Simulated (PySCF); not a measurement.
M06 on As- (arsenic, charge -1), [Ar] 3d10 4s2 4p4, high-spin 3P determinant. Computed with PySCF 2.14 in aug-cc-pVQZ-PP with one added diffuse shell each of s, p, d, f, g type with ECP10MDF (8s7p6d4f3g, 114 functions), with scalar relativity through the core potential.

```
cycle= 10 E= -332.527439399589  delta_E= -9.05e-05  |g|= 0.00271  |ddm|= 0.102
cycle= 11 E= -332.527395143362  delta_E= 4.43e-05  |g|= 0.00102  |ddm|= 0.213
cycle= 12 E= -332.527492598298  delta_E= -9.75e-05  |g|= 0.000682  |ddm|= 0.21
cycle= 13 E= -332.527486314326  delta_E= 6.28e-06  |g|= 0.00061  |ddm|= 0.0638
cycle= 14 E= -332.527460556702  delta_E= 2.58e-05  |g|= 0.00156  |ddm|= 0.126
cycle= 15 E= -332.527495255699  delta_E= -3.47e-05  |g|= 7.98e-05  |ddm|= 0.0817
cycle= 16 E= -332.527495061515  delta_E= 1.94e-07  |g|= 0.000125  |ddm|= 0.00466
cycle= 17 E= -332.527493340825  delta_E= 1.72e-06  |g|= 0.000371  |ddm|= 0.0282
cycle= 18 E= -332.527494629777  delta_E= -1.29e-06  |g|= 0.000209  |ddm|= 0.0104
cycle= 19 E= -332.527495306647  delta_E= -6.77e-07  |g|= 1.69e-05  |ddm|= 0.0114
cycle= 20 E= -332.52749530804  delta_E= -1.39e-09  |g|= 1.6e-05  |ddm|= 0.000411
cycle= 21 E= -332.527495312624  delta_E= -4.58e-09  |g|= 1.11e-06  |ddm|= 0.000909
cycle= 22 E= -332.527495312636  delta_E= -1.24e-11  |g|= 1.56e-07  |ddm|= 5.82e-05
converged SCF energy = -332.527495312636  <S^2> = 2.0245645  2S+1 = 3.0163319
```

Highest occupied orbital energy: 1.038 eV; ⟨L²⟩ = 2.05; populations by l: s 4.00, p 10.00, d 10.00, f 0.00.

(1) Can this result be used?

## Answers

(1) With care. Self-consistency was reached. Energies and moments cover only the electrons outside the core potential. At M06 the highest occupied level has a positive energy, so only the finite basis holds that electron; in a semilocal or global hybrid functional this comes from self-interaction and does not mean that the real anion is unbound.
